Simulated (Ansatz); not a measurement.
Ansatz (a program for electronic structure) input (CCSD(T)/aug-cc-pV(T+d)Z):
A basis named .json is the Basis Set Exchange file of that set.

Ansatz 0.2 input:
```yaml
crystal:
  periodic: [false, false, false]
  atoms:
    - {symbol: C, position_ang: [2.38024914, -0.37274595, -0.13247350]}
    - {symbol: C, position_ang: [1.36902374, 0.05255817, 0.62293398]}
    - {symbol: Si, position_ang: [-0.36070191, 0.06208345, 0.03473521]}
    - {symbol: F, position_ang: [-0.45266879, -0.49096009, -1.44627356]}
    - {symbol: F, position_ang: [-1.30235516, -0.83163300, 0.94147595]}
    - {symbol: F, position_ang: [-0.98438887, 1.51760346, 0.04447084]}
    - {symbol: H, position_ang: [2.22771654, -0.73742477, -1.14162828]}
    - {symbol: H, position_ang: [3.40292401, -0.37370181, 0.22753626]}
    - {symbol: H, position_ang: [1.57826433, 0.40799165, 1.62797703]}
basis:
  gaussian:
    orbitals: aug-cc-pV_T+d_Z.json
total_charge: 1
magnetization: {spin_polarized: true, initial_magnetization: 1}
correlation: {method: ccsd_t, electrons: outside_noble_gas}
```

End of the output:

```
integrals: 7.44 GiB planned
2110 factors; integrals over basis functions are off by at most 8.9e-4 eV
2.45 GiB of device memory are held for the factors and their scratch space
mean field: 2.60 GiB planned
mean field evaluation 1: about -18079.0742 eV, gradient 4.6e1 eV
mean field evaluation 2: about -18079.0763 eV, gradient 4.6e1 eV
mean field evaluation 4: about -18085.9651 eV, gradient 3.2e0 eV
mean field evaluation 8: about -18086.3159 eV, gradient 8.3e-1 eV
mean field evaluation 16: about -18086.3993 eV, gradient 9.3e-3 eV
mean field evaluation 32: about -18086.3993 eV, gradient 8.3e-5 eV
mean field evaluation 64: about -18086.3992 eV, gradient 3.1e-2 eV
mean field evaluation 96: about -18086.3953 eV, gradient 1.7e-1 eV
mean field evaluation 128: about -18083.3400 eV, gradient 3.0e0 eV
mean field evaluation 160: about -18083.0272 eV, gradient 2.5e0 eV
mean field -18088.79022804 eV, -664.7507798581 hartree, gradient 1.0e-6 eV, S^2 0.754973; 3 other end points of the search recorded, 0 dependent functions left out
determinant -18088.79022804 eV, -664.7507798581 hartree, with singles and doubles -18120.79811083 eV, -665.9270478550 hartree
determinant -18086.39929341 eV, -664.6629146311 hartree, with singles and doubles -18119.32729289 eV, -665.8729962927 hartree
10 core orbitals not correlated
reference -18088.79022804 eV, -664.7507798581 hartree; 18, 17 occupied and 326, 327 virtual orbitals, 2110 factors
second order -31.18101041 eV of doubles, -0.00000000 eV of singles
coupled cluster: 63.03 GiB planned
cycle   1  -31.79568357 eV  change    -3.5e0 eV  update   3.3e-2
cycle   2  -31.88054905 eV  change   -8.5e-2 eV  update   7.3e-3
cycle   3  -31.87994424 eV  change    6.0e-4 eV  update   4.1e-3
cycle   4  -31.88086991 eV  change   -9.3e-4 eV  update   1.4e-3
cycle   5  -31.88100475 eV  change   -1.3e-4 eV  update   9.0e-4
cycle   6  -31.88139551 eV  change   -3.9e-4 eV  update   4.5e-4
cycle   7  -31.88157412 eV  change   -1.8e-4 eV  update   2.5e-4
cycle   8  -31.88158362 eV  change   -9.5e-6 eV  update   7.9e-5
cycle   9  -31.88156841 eV  change    1.5e-5 eV  update   4.1e-5
perturbative correction -1.05665262 eV, -0.0388312676 hartree
Total energy: -18121.72844907 eV, -665.9612371547 hartree
```

This state (charge 1, doublet) is run at the relaxed geometry of the species with charge 0 and multiplicity 1.
